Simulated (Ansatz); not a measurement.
Basis sets compared for the cluster Li₂Br₂⁺. Total charge 1; doublet. Geometry r2SCAN-D4/def2-TZVP. Ansatz on 4 threads of Arm Neoverse V1 on a shared host; times are rough, and most runs start from earlier orbitals.

```xyz
4

Li    1.8604   -0.2705   -0.5254
Li   -1.6337    0.3781    0.9993
Br   -0.0122    1.3609   -0.6069
Br   -0.2145   -1.4685    0.1330
```

In the doublet, Br3 and Br4 lie 2.93 Å apart (atoms count from 1), so these atoms are partly bonded to each other. The structure comes from a short search, and lower isomers may exist.

| level | functions | energy (Eh) | HOMO (eV) | LUMO (eV) | wall time |
| --- | --- | --- | --- | --- | --- |
| PBE-D4/def2-SVP | 82 | -5161.8056 | -11.01 | -10.14 | 1.6 s |
| PBE0-D4/def2-SVP | 82 | -5161.9919 | -12.36 | -9.37 | 2.8 s |

(1) Estimate the rows for PBE-D4/def2-TZVP, PBE0-D4/def2-TZVP.

Answers

(1) 
```json
{"level": "PBE-D4/def2-TZVP", "functions": "124", "energy (Eh)": "-5162.4375", "HOMO (eV)": "-11.01", "LUMO (eV)": "-10.12", "wall time": "2.3 s"}
{"level": "PBE0-D4/def2-TZVP", "functions": "124", "energy (Eh)": "-5162.6226", "HOMO (eV)": "-12.32", "LUMO (eV)": "-9.31", "wall time": "6 s"}
```
